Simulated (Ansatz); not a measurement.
Species: H₃Al, SMILES `[AlH3]` (charge 0, multiplicity 1).

**Question.** Give a relaxed geometry from B3LYP-D3(BJ)/def2-TZVP (Ansatz, an electronic-structure program).

**Answer.** the end point of this relaxation (outside a Z-matrix the atoms follow the SMILES, hydrogens last).
Bonds (Å): Al1–H2 1.580, Al1–H3 1.580, Al1–H4 1.580. Angles (°): H2–Al1–H3 120.0, H2–Al1–H4 120.0, H3–Al1–H4 120.0.
